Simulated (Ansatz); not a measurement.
Total energies of `C[Si](C)(C)C#Cc1ccc(-c2ccc(-c3ccc(C#C[Si](C)(C)C)cc3)cc2)cc1` from Ansatz at PBE-D4/def2-TZVP, gas phase (1 Eh = 27.2114 eV = 2625.5 kJ/mol). The reference geometry is relaxed at PBE-D4/def2-SVP.

```csv
state,geometry,energy (Eh)
charge 0 singlet,reference,-1662.77885
charge 1 doublet,reference,-1662.52963
charge -1 doublet,reference,-1662.82304
free C atom (triplet),–,-37.79597
free Si atom (triplet),–,-289.22285
free H atom (doublet),–,-0.49962
```

Single mean-field runs in def2-TZVP are fitted with def2-universal-jkfit.

Task: Work out the vertical ionisation energy to the doublet.

Result: E(charge 1 doublet) − E(charge 0 singlet) = -1662.52963 − (-1662.77885) = 0.24922 Eh = 6.78 eV. For comparison, −ε of the highest occupied level is 5.28 eV at this level, 1.50 eV less.

Task: Work out the vertical electron affinity, to the doublet.

Result: E(charge 0 singlet) − E(charge -1 doublet) = -1662.77885 − (-1662.82304) = 0.04419 Eh = 1.20 eV. The basis lacks diffuse functions, which makes affinities too small.

Task: Give the fundamental gap IE − EA, the Mulliken electronegativity (IE + EA)/2 and the hardness (IE − EA)/2.

Result: From the values in Eh: IE − EA = 0.24922 − 0.04419 = 0.20503 Eh = 5.58 eV; (IE + EA)/2 = 3.99 eV; (IE − EA)/2 = 2.79 eV. The HOMO–LUMO gap of the same run is 2.66 eV, 2.92 eV smaller than the fundamental gap.

Task: What is the binding energy per atom against free atoms?

Result: Atoms: 28 × (-37.79597) + 2 × (-289.22285) + 30 × (-0.49962) = -1651.72146 Eh. Binding: -1651.72146 − (-1662.77885) = 11.05739 Eh = 300.89 eV, or 5.01 eV for each of 60 atoms (no zero-point energy, no counterpoise term).

At PBE-D4/def2-TZVP the highest occupied level of the charge -1 doublet lies above zero (up to 0.30 eV). By energy differences its removal costs 1.20 eV (vertical, to the charge 0 singlet, at PBE-D4/def2-TZVP); self-interaction error and the lack of diffuse functions both raise the level.
